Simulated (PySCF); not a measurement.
# Energy of W⁺ (tungsten, charge +1) between two integer charges

The 6s alpha orbital of [Xe] 4f14 5d4 6s1 is emptied in steps (occupation f), with all orbitals relaxed, ending at [Xe] 4f14 5d4. Computed with PySCF 2.14 in def2-SVP with the def2 core potential (60 electrons) (6s3p2d1f, 32 functions), with a scalar-relativistic core potential. The exact energy is a straight line in f; departures are measured from the line between the end points of the same method.

```json
{"f": "1", "UHF (eV)": "0.000"}
{"f": "0.9", "UHF (eV)": "0.024"}
{"f": "0.7", "UHF (eV)": "0.055"}
{"f": "0.5", "UHF (eV)": "0.064"}
{"f": "0.3", "UHF (eV)": "0.052"}
{"f": "0.1", "UHF (eV)": "0.022"}
{"f": "0", "UHF (eV)": "0.000"}
```

| method | E(f=0) − E(f=1) (eV) | −ε at f=1 (eV) | −ε at f=0.5 (eV) |
| --- | --- | --- | --- |
| UHF | 14.955 | 15.227 | 14.947 |

Orbital energy along the path (eV):

```tsv
f	UHF
1	-15.227
0.9	-15.167
0.7	-15.053
0.5	-14.947
0.3	-14.849
0.1	-14.758
0	-14.715
```

Reference removal energy between the ground levels: 16.37 ± 0.15 eV (semi-empirical (NIST evaluation); NIST Atomic Spectra Database, ionization energies). The calculation has no spin-orbit coupling. UHF lacks correlation.
